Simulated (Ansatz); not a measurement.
`[SiH3][O][ZnH]`, charge 0, multiplicity 1.

Problem. Give a relaxed structure at PBE0-D4/def2-TZVP (the Gaussian-basis code of Ansatz). (Estimate.)

Solution. The calculation gave: 
Cartesian coordinates in Å:
```
Si -0.610 -0.394 0.892
O -0.160 0.088 -0.585
Zn 1.035 0.717 -1.718
H 0.344 -1.393 1.459
H -1.958 -1.024 0.832
H -0.675 0.753 1.844
H 2.023 1.252 -2.725
```
